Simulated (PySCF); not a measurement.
Do core-level shifts follow atomic charges?

C4H2F4.
Atom-mapped SMILES: `[F:1][CH2:2][C:3]#[C:4][C:5]([F:6])([F:7])[F:8]`

Binding energies: PySCF 2.14.0, delta-SCF UKS SCAN, pcX-2 on the ionised atom, pcseg-1 elsewhere, spin-free X2C. Charges: PBE0/pcSseg-1 ground-state density, for the ionised atom.

```csv
atom,environment,C 1s (eV),Mulliken (e),IAO (e),Hirshfeld (e),ESP (e)
C4,alkyne carbon,291.72,-0.249,-0.099,-0.081,-0.273
C3,alkyne carbon,291.95,-0.034,+0.003,-0.015,+0.055
C2,sp3 C–F carbon,294.73,+0.230,+0.032,+0.052,+0.079
C5,CF3 carbon,299.30,+0.837,+0.815,+0.270,+0.647
```

How well does each charge scheme correlate with the binding energies over these sites?

Mulliken: r = 0.99, slope 7.4 eV per e; Hirshfeld: r = 0.99, slope 22.9 eV per e; IAO: r = 0.95, slope 7.9 eV per e; ESP: r = 0.94, slope 8.6 eV per e. On 4 points no scheme stands out.

The point-charge model writes a binding energy as kq + V + constant, with V the potential of the other atoms' charges at the site. What does it give with the Hirshfeld charges?

V = Σ 14.40 eV Å × q/r over all other atoms: +1.31 eV at C4, +0.20 eV at C3, +0.26 eV at C2, -3.36 eV at C5. Fitting binding energy − V to q gives k = 36.1 eV per e and leaves an rms residual of 0.38 eV, against 0.52 eV for the fit on q alone. The model has no term for differences in relaxation between sites.

The unrestricted hole states depart most from a pure doublet (⟨S²⟩ = 0.75; over 0.85 named) for C 1s of C3 (0.86), which makes this value less certain. Isolated species at its PBE0-D3(BJ)/def2-SVP geometry, gas phase.
